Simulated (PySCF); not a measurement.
C2H6In, charge +1, singlet, geometry from GFN2-xTB (such geometries of metal compounds can be far from the true shape) (all electrons, no relativity); PySCF with CASSCF(8,7)/STO-3G.

Input for PySCF:
```python
from pyscf import gto, scf, mcscf
import numpy

mol = gto.Mole()
mol.atom = '''
    In   -0.000000   -0.000000   -0.000000
    C     1.765931    0.277401   -1.433680
    H     2.426341   -0.578843   -1.291481
    H     2.250420    1.215699   -1.160946
    H     1.352352    0.310228   -2.442338
    C    -1.765931   -0.277401    1.433680
    H    -2.250420   -1.215699    1.160946
    H    -2.426341    0.578843    1.291481
    H    -1.352352   -0.310228    2.442338
'''
mol.basis = 'sto-3g'
mol.charge = 1
mol.spin = 0
mol.verbose = 4
mol.build()

mf = scf.RHF(mol)
mf.kernel()
mc = mcscf.CASSCF(mf, 7, 8)
mc.fix_spin_(ss=0.0)
mc.kernel()
occ = numpy.linalg.eigvalsh(mc.fcisolver.make_rdm1(mc.ci, mc.ncas, mc.nelecas))[::-1]
ss = mc.fcisolver.spin_square(mc.ci, mc.ncas, mc.nelecas)[0]
print('natural occupations', occ.round(4), ' <S^2>', round(ss, 4))
```

It wrote (shortened):

```
PySCF version 2.14.0

[INPUT] verbose = 4
[INPUT] num. atoms = 9
[INPUT] num. electrons = 66
[INPUT] charge = 1
[INPUT] spin (= nelec alpha-beta = 2S) = 0
[INPUT] symmetry False subgroup None
[INPUT] Mole.unit = angstrom
[INPUT] Symbol           X                Y                Z      unit          X                Y                Z       unit  Magmom
[...]
nuclear repulsion = 219.237504920673
number of shells = 23
number of NR pGTOs = 129
number of NR cGTOs = 43
basis = sto-3g
ecp = {}

******** <class 'pyscf.scf.hf.RHF'> ********
method = RHF
initial guess = minao
damping factor = 0
level_shift factor = 0
DIIS = <class 'pyscf.scf.diis.CDIIS'>
diis_start_cycle = 1
diis_space = 8
diis_damp = 0
SCF conv_tol = 1e-09
SCF conv_tol_grad = None
SCF max_cycles = 50
direct_scf = True
direct_scf_tol = 1e-13
Set gradient conv threshold to 3.16228e-05
Initial guess from minao.
init E= -5745.46227541217
[...]
cycle= 1 E= -5760.96018470127  delta_E= -15.5  |g|= 0.341  |ddm|=  3.2
[...]
cycle= 2 E= -5761.02375961033  delta_E= -0.0636  |g|= 0.0903  |ddm|= 0.739
[...]
cycle= 3 E= -5761.02735987815  delta_E= -0.0036  |g|= 0.0206  |ddm|= 0.169
[...]
cycle= 4 E= -5761.02767577555  delta_E= -0.000316  |g|= 0.0051  |ddm|= 0.055
[...]
cycle= 5 E= -5761.02769144329  delta_E= -1.57e-05  |g|= 0.00051  |ddm|= 0.013
[...]
cycle= 6 E= -5761.02769171986  delta_E= -2.77e-07  |g|= 7.73e-05  |ddm|= 0.0016
[...]
cycle= 7 E= -5761.0276917255  delta_E= -5.64e-09  |g|= 1.12e-05  |ddm|= 0.000256
[...]
cycle= 8 E= -5761.02769172559  delta_E= -9.46e-11  |g|= 1.34e-06  |ddm|= 3.45e-05
[...]
Extra cycle  E= -5761.02769172555  delta_E= 3.82e-11  |g|= 4.62e-07  |ddm|= 3.14e-06
converged SCF energy = -5761.02769172555

******** <class 'pyscf.mcscf.mc1step.CASSCF'> ********
CAS (4e+4e, 7o), ncore = 29, nvir = 7
max_cycle_macro = 50
max_cycle_micro = 4
conv_tol = 1e-07
conv_tol_grad = None
orbital rotation max_stepsize = 0.02
orbital rotation threshold for CI restart = 0.01
augmented hessian ah_max_cycle = 30
augmented hessian ah_conv_tol = 1e-12
augmented hessian ah_linear dependence = 1e-14
augmented hessian ah_level shift = 1e-08
augmented hessian ah_start_tol = 2.5
augmented hessian ah_start_cycle = 3
augmented hessian ah_grad_trust_region = 3
kf_trust_region = 3
kf_interval = 4
ci_response_space = 4
ci_grad_trust_region = 3
with_dep4 0
natorb = False
canonicalization = True
sorting_mo_energy = False
ao2mo_level = 2
internal_rotation = False
******** <class 'pyscf.fci.addons.SpinPenaltyFCISolver'> ********
max. cycles = 50
conv_tol = 1e-08
davidson only = True
linear dependence = 1e-12
level shift = 0.001
max iter space = 12
nroots = 1
pspace_size = 400
spin = None
CASCI E = -5761.04845038620  S^2 = 0.0000000
Set conv_tol_grad to 0.000316228
macro iter   1 ( 21 JK    4 micro), CASSCF E = -5761.05157268009  dE = -3.12229389e-03  S^2 = 0.0000000
               |grad[o]|=0.0354  |grad[c]|=0.0127  |ddm|=0.0166  |maxRot[o]|=0.119
macro iter   2 ( 10 JK    3 micro), CASSCF E = -5761.05191222076  dE = -3.39540666e-04  S^2 = 0.0000000
               |grad[o]|=0.0121  |grad[c]|=0.0123  |ddm|=0.00323  |maxRot[o]|=0.105
macro iter   3 (  6 JK    2 micro), CASSCF E = -5761.05194146929  dE = -2.92485320e-05  S^2 = 0.0000000
               |grad[o]|=0.00321  |grad[c]|=0.00064  |ddm|=0.000829  |maxRot[o]|= 0.05
macro iter   4 (  9 JK    3 micro), CASSCF E = -5761.05193832191  dE =  3.14738463e-06  S^2 = 0.0000000
               |grad[o]|=0.000928  |grad[c]|=0.00134  |ddm|=0.000317  |maxRot[o]|=0.054
macro iter   5 (  7 JK    2 micro), CASSCF E = -5761.05194337482  dE = -5.05291428e-06  S^2 = 0.0000000
               |grad[o]|=0.000523  |grad[c]|=8.27e-05  |ddm|=7.82e-05  |maxRot[o]|=0.021
macro iter   6 (  7 JK    2 micro), CASSCF E = -5761.05194851406  dE = -5.13924351e-06  S^2 = 0.0000000
               |grad[o]|=0.000384  |grad[c]|=0.000439  |ddm|=0.000169  |maxRot[o]|=0.0383
[...]
               |grad[o]|=0.00164  |grad[c]|=0.00106  |ddm|=0.00303  |maxRot[o]|=0.0699
macro iter  32 (  7 JK    2 micro), CASSCF E = -5761.07073302382  dE = -1.29626572e-04  S^2 = 0.0000000
               |grad[o]|=0.00179  |grad[c]|=0.000838  |ddm|=0.00292  |maxRot[o]|=0.0699
macro iter  33 ( 17 JK    4 micro), CASSCF E = -5761.07084836612  dE = -1.15342297e-04  S^2 = 0.0000000
               |grad[o]|=0.00185  |grad[c]|=0.00787  |ddm|=0.00355  |maxRot[o]|=0.102
macro iter  34 (  7 JK    2 micro), CASSCF E = -5761.07102736600  dE = -1.78999876e-04  S^2 = 0.0000000
               |grad[o]|=0.00159  |grad[c]|=0.00122  |ddm|=0.0028  |maxRot[o]|=0.0699
macro iter  35 (  7 JK    2 micro), CASSCF E = -5761.07135576240  dE = -3.28396399e-04  S^2 = 0.0000000
               |grad[o]|=0.00184  |grad[c]|=0.00319  |ddm|=0.00443  |maxRot[o]|=0.0699
macro iter  36 ( 21 JK    4 micro), CASSCF E = -5761.07374005401  dE = -2.38429161e-03  S^2 = 0.0000000
               |grad[o]|=0.00228  |grad[c]|=0.0159  |ddm|=0.022  |maxRot[o]|=0.267
macro iter  37 ( 21 JK    4 micro), CASSCF E = -5761.08364389329  dE = -9.90383929e-03  S^2 = 0.0000000
               |grad[o]|=0.00626  |grad[c]|=0.0207  |ddm|=0.0303  |maxRot[o]|=0.252
macro iter  38 ( 21 JK    4 micro), CASSCF E = -5761.08526000397  dE = -1.61611068e-03  S^2 = 0.0000000
               |grad[o]|=0.0107  |grad[c]|=0.00666  |ddm|=0.00329  |maxRot[o]|=0.113
macro iter  39 (  7 JK    2 micro), CASSCF E = -5761.08556122584  dE = -3.01221873e-04  S^2 = 0.0000000
               |grad[o]|=0.00504  |grad[c]|=0.00112  |ddm|=0.00389  |maxRot[o]|=0.0698
macro iter  40 (  7 JK    2 micro), CASSCF E = -5761.08567010022  dE = -1.08874376e-04  S^2 = 0.0000000
               |grad[o]|=0.00273  |grad[c]|=0.0074  |ddm|=0.00519  |maxRot[o]|=0.0699
macro iter  41 (  7 JK    2 micro), CASSCF E = -5761.08579344002  dE = -1.23339800e-04  S^2 = 0.0000000
               |grad[o]|=0.00229  |grad[c]|=0.00958  |ddm|=0.00653  |maxRot[o]|=0.0698
macro iter  42 (  7 JK    2 micro), CASSCF E = -5761.08592507332  dE = -1.31633307e-04  S^2 = 0.0000000
               |grad[o]|=0.00193  |grad[c]|=0.00947  |ddm|=0.00704  |maxRot[o]|=0.0698
macro iter  43 (  7 JK    2 micro), CASSCF E = -5761.08605194224  dE = -1.26868917e-04  S^2 = 0.0000000
               |grad[o]|=0.00164  |grad[c]|=0.00695  |ddm|=0.00662  |maxRot[o]|=0.0698
macro iter  44 (  7 JK    2 micro), CASSCF E = -5761.08616093781  dE = -1.08995569e-04  S^2 = 0.0000000
               |grad[o]|=0.00137  |grad[c]|=0.00327  |ddm|=0.00576  |maxRot[o]|=0.0698
macro iter  45 (  7 JK    2 micro), CASSCF E = -5761.08624164136  dE = -8.07035522e-05  S^2 = 0.0000000
               |grad[o]|=0.00109  |grad[c]|=0.00117  |ddm|=0.00457  |maxRot[o]|=0.0698
macro iter  46 (  7 JK    2 micro), CASSCF E = -5761.08628799805  dE = -4.63566857e-05  S^2 = 0.0000000
               |grad[o]|=0.000778  |grad[c]|=0.00415  |ddm|=0.00323  |maxRot[o]|=0.0698
macro iter  47 (  5 JK    2 micro), CASSCF E = -5761.08629668526  dE = -8.68721054e-06  S^2 = 0.0000000
               |grad[o]|=0.00041  |grad[c]|=0.00109  |ddm|=0.00044  |maxRot[o]|= 0.03
macro iter  48 (  3 JK    1 micro), CASSCF E = -5761.08629865392  dE = -1.96865858e-06  S^2 = 0.0000000
               |grad[o]|=0.0002  |grad[c]|=0.00063  |ddm|=0.000117  |maxRot[o]|= 0.02
macro iter  49 (  3 JK    1 micro), CASSCF E = -5761.08629868702  dE = -3.31028787e-08  S^2 = 0.0000000
               |grad[o]|=3.85e-05  |grad[c]|=7.81e-05  |ddm|=1.8e-05  |maxRot[o]|=0.00217
1-step CASSCF converged in  49 macro (474 JK 118 micro) steps
CASSCF canonicalization
Density matrix diagonal elements [1.98656906 1.99165065 1.97054654 1.93201883 0.02146058 0.02462947
 0.07312487]
CASSCF energy = -5761.08629868702
CASCI E = -5761.08629868702  E(CI) = -14.4445512136353  S^2 = 0.0000000
natural occupations [1.9991 1.9802 1.9701 1.9337 0.0727 0.0239 0.0203]  <S^2> 0.0
```
